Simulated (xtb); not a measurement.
Sb(Br)(TeH)2 (BrH2SbTe2), SMILES [Br][Sb]([TeH])[TeH]. All values are semi-empirical tight-binding results from xtb (GFN2-xTB unless named), good for trends rather than for accurate numbers. The structure is a stationary point at GFN2-xTB.

For metal compounds this method's bond lengths and energies can be far off.

Estimate the properties. (The exact figures need the calculation; the answer reports its results.)


The point group as xtb finds it comes out as Cs. The orbital gap is 3.40 eV. The zero-point energy comes out as 8.7 kcal/mol and the G − E(el) at 298.15 K (modified RRHO) is -15.9 kcal/mol.
